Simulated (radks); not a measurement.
Values are calculated unless marked as measured or tabulated.
The bromine ion Br2+, configuration [Ar] 3d10 4s2 4p3.

Level of theory: non-relativistic Kohn-Sham, SCAN, spin-unpolarised, spherical densities, point nucleus; meta-GGA in the generalised Kohn-Sham scheme (a radial shooting solver on a logarithmic mesh with Libxc functionals).

Energy parts (Ry):
total: -5146.07881
kinetic: 5143.19570
electron-nucleus: -12246.83449
Hartree: 2139.11456
exchange-correlation: -181.55458

Orbitals (lengths in bohr, moments of r in powers of bohr; r(max) is where P^2 peaks; r(90%) holds 90 % of the orbital's charge):
| orbital | occ. | eigenvalue (Ry) | <r> | <r^4> | r(max) | r(90%) |
|---|---|---|---|---|---|---|
| 1s | 2 | -966.2281 | 0.04369 | 0.00001663 | 0.02886 | 0.0778 |
| 2s | 2 | -126.4532 | 0.1935 | 0.003349 | 0.1628 | 0.299 |
| 2p | 6 | -113.9731 | 0.1672 | 0.002329 | 0.1292 | 0.272 |
| 3s | 2 | -19.11700 | 0.5608 | 0.2069 | 0.4932 | 0.833 |
| 3p | 6 | -14.69845 | 0.5677 | 0.2402 | 0.4854 | 0.865 |
| 3d | 10 | -6.88830 | 0.5862 | 0.3907 | 0.4317 | 0.963 |
| 4s | 2 | -3.07180 | 1.624 | 13.75 | 1.417 | 2.38 |
| 4p | 3 | -2.09206 | 1.854 | 24.50 | 1.585 | 2.76 |

The highest occupied level is 4p at -28.464 eV. The density falls to 0.001 e/bohr^3 at r = 3.54 bohr. For comparison, the ionisation energy in NIST's Atomic Spectra Database is 34.87 eV (measured). In exact Kohn-Sham theory the highest level is minus the ionisation energy, but local and semilocal functionals leave it too shallow, through self-interaction and a potential that decays too fast; potentials with the right tail come closer. The electron density at the nucleus is 2.959e+04 e/bohr^3. Virial ratio -V/T = 2.00056.

Beside tabulated values, note that spin-unpolarised runs miss the spin-polarisation part of the exchange energy of open shells.
